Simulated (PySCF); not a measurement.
## Working out the ionisation energy of Ho

Ho [Xe] 4f11 6s2 (high-spin determinant) → Ho⁺ [Xe] 4f11 6s1 (high-spin determinant). Calculation: PySCF 2.14, in ANO-RCC-VTZP; scalar relativity by spin-free X2C-1e. Frozen: [Ar] 3d10. Energies in hartree (1 hartree = 27.21139 eV):

```csv
part,Ho (lower),Ho⁺ (upper)
UHF,-12610.841519,-12610.660239
MP2 opposite-spin,-1.031136,-1.004312
MP2 same-spin,-0.630848,-0.622666
```

What does Hartree-Fock give?

(-12610.660239) − (-12610.841519) = 0.181280 hartree = 4.933 eV.

What do MP2 and SCS-MP2 (6/5 opposite-spin, 1/3 same-spin) give?

The opposite-spin parts differ by 0.730 eV and the same-spin parts by 0.223 eV. MP2: 4.933 + (0.730) + (0.223) = 5.886 eV. SCS-MP2: 4.933 + 1.2 × (0.730) + (0.223)/3 = 5.883 eV.

A first-order spin-orbit estimate adds 0.000 eV to MP2 (valence and next inner shell), giving 5.886 eV against 6.021 eV (measured; NIST Atomic Spectra Database, ionization energies).

One determinant mixes LS terms, so it does not stand for a single term.

What remains against the reference includes basis incompleteness, the frozen core and correlation beyond second order.
